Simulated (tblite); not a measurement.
Species: C8H7BrO.
Geometry (GFN2-xTB, Å), atoms numbered from 1 in this order:
```
atom  x, y, z in Å
C1    -2.2693   -1.0929   -0.2151
C2    -1.0528   -0.2353   -0.0625
C3    -1.1593    1.1443    0.0753
C4    -0.0289    1.9363    0.2046
C5     1.2248    1.3623    0.1985
C6     1.3515   -0.0256    0.0569
C7     2.7122   -0.5471    0.0601
O8     3.7300    0.0504    0.1677
Br9    2.8560   -2.5164   -0.1444
C10    0.2099   -0.8111   -0.0733
H11   -3.1608   -0.5688    0.1189
H12   -2.1637   -2.0134    0.3538
H13   -2.4033   -1.3630   -1.2624
H14   -2.1369    1.6040    0.0828
H15   -0.1298    3.0056    0.3120
H16    2.1150    1.9638    0.3010
H17    0.2984   -1.8812   -0.1840
```

All values are computed: GFN2-xTB (tblite) harmonic vibrations without scaling, gas phase. This tight-binding method is rough: wavenumbers can miss measured ones by several per cent, in bad cases by 10 to 20. One conformer, not necessarily the lowest. The optimisation stopped once no atom felt more than 0.01 eV/Å.

Lowest wavenumbers of the output (negative numbers stand for imaginary wavenumbers):
```
mode    cm-1
  1     -37.2
  2      19.7
  3     128.1
  4     130.4
  5     199.6
  6     238.9
  7     341.6
  8     346.2
  9     378.8
 10     445.4
```

Q: Is this structure a minimum?

A: Not by this Hessian. 1 mode is imaginary beyond 20i (37i cm⁻¹), so at this level the point lies at or near a first-order saddle. The curvature is small, so loose convergence or finite differences may be the whole cause.

Q: Which atoms move in the imaginary mode?

A: 37i: H13 (methyl hydrogen) 37 %, H12 (methyl hydrogen) 33 %, H11 (methyl hydrogen) 29 %. These are shares of the mass-weighted motion.

Q: What is the remedy?

A: Step along that mode in both directions, optimise again with tighter thresholds and repeat the frequencies. The zero-point energy of this point (77.8 kcal/mol) counts the 44 real modes alone, and thermal corrections from it aren't those of a minimum.

Hardware: one thread of an Arm Neoverse N1, shared host with 64 logical CPUs at a one-minute load of 57. Cost: 1.2 s of wall time. The figure is for the frequency step alone.
